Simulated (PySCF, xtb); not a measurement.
BOCl, SMILES O=BCl.

GFN2-xTB run with xtb 6.7.1 at its own geometry gives an orbital gap of 7.57 eV and a dipole moment of 1.70 D.

Geometry: r2SCAN-D4/def2-TZVP.

Question: What does PBE/def2-TZVPD (PySCF) give? (Estimate from the structure and the level; the computed values follow.)

Answer: gap 7.15 eV (levels -8.47 and -1.32 eV), dipole 2.67 D.
